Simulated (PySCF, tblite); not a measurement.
Isomers of [C6H8O2]+ (charge +1 and doublet state), one GFN2-xTB conformer each. Single-point energies are computed at B3LYP/pcH-1 (PySCF, gas phase, no added dispersion term), electronic only. GFN2-xTB treats the open shell by occupation alone, and not every SCF solution was tested for stability.

Problem. Rank them by B3LYP/pcH-1 energy, lowest first (kcal/mol).
A. `[CH3:1][CH2:2][CH2:3]/[C+:4]=[C:5]/[C:6](=[O:7])[OH:8]` (charge +1 and doublet state) with C1–C2–C3–C4 -24°, C5–C6–O8–H -179°
B. `[CH2+:1][CH:2]/[CH:3]=[CH:4]/[CH2:5][O:6][CH:7]=[O:8]` (charge +1 and doublet state) with H–C1–C2–C3 1° and -179°, C1–C2–C3–C4 180°, C3–C4–C5–O6 -11°, C4–C5–O6–C7 139°, C5–O6–C7–O8 -7°

Solution. B (0.0), A (31.8).

As drawn, the higher has an O–H bond, which the lower lacks. GFN2-xTB itself gives, in the same order: 0.0, 7.5. Both levels put the same isomer lowest.

Problem. What happens when harmonic zero-point energies from GFN2-xTB frequencies are added?

Solution. 
```tsv
SMILES	ZPE (kcal/mol)	electronic (kcal/mol)	with ZPE (kcal/mol)
[CH2+][CH]/C=C/COC=O	75.7	0.0	0.0
CCC/[C+]=[C]/C(=O)O	76.0	31.8	32.1
```

The zero-point energies span 0.3 kcal/mol. The order is unchanged.
